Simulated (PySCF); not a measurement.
Input for PySCF:
```python
from pyscf import gto, scf, dft

mol = gto.Mole()
mol.atom = '''
    F    -0.000000   -0.000000   -0.104454
    H     0.000000    0.000000    0.940088
'''
mol.basis = 'def2-tzvp'
mol.charge = 1
mol.spin = 1
mol.verbose = 3
mol.build()

mf = dft.UKS(mol)
mf.xc = 'blyp'
mf.kernel()
```

### Question
What does this run give for the Mulliken (on the basis functions themselves) charges in atom order, nuclear repulsion energy, HOMO energy, total energy?

### Answer

```
Item                                                                          Result
------------------------------------------------------------------  ----------------
Mulliken (on the basis functions themselves) charges in atom order  F1 0.43, H2 0.57
nuclear repulsion energy                                                   4.5595 Eh
HOMO energy                                                                -23.44 eV
total energy                                                             -99.8921 Eh
```

These values belong to the state on which the SCF converged, which isn't shown to be the lowest.
